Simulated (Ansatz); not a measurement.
GeH$_{4}$S$_{2}$, SMILES `[SH][GeH2][SH]`. The species carries charge 0 and has multiplicity 1. All single points use the PBE0-D4/def2-TZVP geometry. It is one conformer, not always the lowest.

```xyz
7

S     1.077   -0.885    1.452
Ge    0.335   -0.186   -0.522
S    -1.879   -0.157   -0.700
H     0.788    0.266    2.079
H     0.881    1.223   -0.796
H     0.818   -1.226   -1.537
H    -2.021    0.965    0.024
```

Q: What is the dipole moment at PBE/def2-TZVPP? (An estimate is asked.)

A: The calculation gave: 1.50 D, with components (0.35, 1.46, 0.01) D in this frame, pointing from negative to positive charge.

Q: And with r2SCAN, B3LYP, ωB97M-V? (An estimate is asked.)

A: The calculation gave: r2SCAN 1.58 D, B3LYP 1.52 D, ωB97M-V 1.53 D.

Q: Give the Mulliken charges with PBE, ωB97M-V, B3LYP in def2-TZVPP. (Best estimate.)

A: The calculation gave: 
| atom | PBE | ωB97M-V | B3LYP |
| --- | --- | --- | --- |
| S1 | -0.29 | -0.28 | -0.29 |
| Ge2 | 0.31 | 0.24 | 0.33 |
| S3 | -0.29 | -0.28 | -0.29 |
| H4 | 0.11 | 0.12 | 0.11 |
| H5 | 0.01 | 0.04 | 0.01 |
| H6 | 0.02 | 0.05 | 0.02 |
| H7 | 0.11 | 0.12 | 0.11 |

B3LYP here is the variant with VWN-RPA as its local correlation; programs differ in this.

Computed with Ansatz.
